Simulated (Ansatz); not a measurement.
Consider the germylene formation by 1,1-elimination: `[NH2][GeH2][NH2]` → `[GeH2]` + `NN`.

Isolated molecules relaxed with PBE0-D4/def2-TZVP in Ansatz; ΔE leaves out vibrations. CCSD(T)/CBS is the MP2 limit (def2-TZVPP, def2-QZVPP) plus CCSD(T) − MP2 in def2-TZVPP, frozen cores. This one scheme is used for every species. DFT in def2-TZVPP. B3LYP here is the variant with VWN-RPA as its local correlation; programs differ in this. For Ge outer-core shells are correlated without core-valence functions, which leaves a few kJ/mol of doubt a bond. Scalar relativity is left out up to krypton. One conformer a species, not always the lowest.

Task: Is it downhill or uphill in electronic energy at CCSD(T)/CBS, and by how much? (Best estimate.)

Result: The calculation gave: Uphill: ΔE = +86.5 kcal/mol.

Task: What do these levels give: PBE-D4, revPBE-D4, B3LYP-D4, CAM-B3LYP-D4, ωB97M-V, PBE, B3LYP, r2SCANh, r2SCAN0, BHLYP, CCSD(T)/def2-TZVPP, CCSD/CBS(def2)? (Best estimate.)

Result: The calculation gave: PBE-D4 80.6, revPBE-D4 78.7, B3LYP-D4 79.6, CAM-B3LYP-D4 82.8, ωB97M-V 82.2, PBE 78.9, B3LYP 76.8, r2SCANh 87.8, r2SCAN0 88.1, BHLYP 81.4, CCSD(T)/def2-TZVPP 87.4, CCSD/CBS(def2) 85.3 kcal/mol.

Largest T1 diagnostic among the species: 0.012.

In def2-TZVPP, CCSD(T) changes the Hartree–Fock value by +7.2 kcal/mol (the triples alone add +1.2 kcal/mol) and MP2 by +13.8 kcal/mol. The D4 term adds +2.8 kcal/mol with B3LYP and +1.5 kcal/mol with PBE0; it sums over pairs of atoms, weighted by their polarisabilities, and B3LYP, whose exchange is more repulsive, gets the larger term.
